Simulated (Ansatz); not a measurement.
Cost and result for the atomization energy of C2H7FSi2, SMILES `C=C[SiH2][SiH2]F` (12 atoms, 11 bonds).

Cartesian coordinates in Å:
```
C 0.7818 -2.1823 0.0582
C -0.2461 -1.3573 -0.1242
Si -0.4730 0.2252 0.8304
Si -0.1025 2.0178 -0.6375
F -0.4255 3.4209 0.0790
H 0.9053 -3.0885 -0.5283
H 1.5445 -1.9899 0.8075
H -0.9770 -1.6094 -0.8913
H -1.8533 0.3225 1.3814
H 0.5073 0.2675 1.9498
H 1.3145 2.0579 -1.0869
H -0.9759 1.9157 -1.8381
```

Total charge 0; spin multiplicity 1. The geometry is a stationary point of PBE0-D4/def2-TZVP. It is one conformer, not always the lowest. Program: Ansatz. All runs use 4 threads of a server CPU on a shared host. Times are those of one run each, without the atoms' runs, and a repeat can differ threefold. Electronic energies, without spin–orbit coupling; frozen cores. CCSD(T)/CBS adds CCSD(T) − MP2 in def2-TZVPP to the MP2 limit, and its time is that of the two runs behind it. T1 = 0.012. B3LYP takes the VWN-RPA correlation (the form of Gaussian; ORCA's B3LYP/G).

CCSD(T)/CBS is a level of theory with its own doubt, some kJ/mol a heavy atom from the limit and from the frozen cores, so smaller differences don't rank the functionals.

| level | functions | wall time | atomization (kcal/mol) | difference from CCSD(T)/CBS | per bond |
| --- | --- | --- | --- | --- | --- |
| PBE-D4/def2-TZVPP (with forces) | 275 | 2.3 s | 1046.4 | 6.1 | 0.6 |
| PBE0-D4/def2-TZVPP | 275 | 2.8 s | 1034.4 | -5.9 | -0.5 |
| r2SCAN-D4/def2-TZVPP (with forces) | 275 | 4.4 s | 1039.7 | -0.6 | -0.1 |
| B3LYP-D4/def2-TZVPP (with forces) | 275 | 4.4 s | 1038.3 | -2.0 | -0.2 |
| B2PLYP/def2-TZVPP | 275 | 5.5 s | 1027.1 | -13.2 | -1.2 |
| ωB97X-V/def2-TZVPP | 275 | 7.5 s | 1042.9 | 2.6 | 0.2 |
| ωB97M-V/def2-TZVPP (with forces) | 275 | 11 s | 1039.3 | -1.0 | -0.1 |
| MP2/def2-QZVPP | 521 | 21 s | 1038.8 | -1.5 | -0.1 |
| CCSD(T)/def2-TZVPP | 275 | 2.6 min | 1014.0 | -26.3 | -2.4 |
| CCSD(T)/CBS(def2) | – | 2.9 min | 1040.3 | 0.0 | 0.0 |

From PBE to PBE0 (25 % exact exchange), in def2-TZVPP and without D4, the atomization energy moves by −11.1 kcal/mol: exact exchange takes away binding that semilocal exchange gives to molecules. In def2-TZVPP, CCSD(T) changes the Hartree–Fock value by +226.6 kcal/mol (the triples alone add +12.7 kcal/mol) and MP2 by +235.7 kcal/mol; breaking electron pairs costs correlation energy, which Hartree–Fock lacks. The D4 term adds +9.7 kcal/mol with B3LYP and +5.1 kcal/mol with PBE0; it sums over pairs of atoms, weighted by their polarisabilities, and B3LYP, whose exchange is more repulsive, gets the larger term.
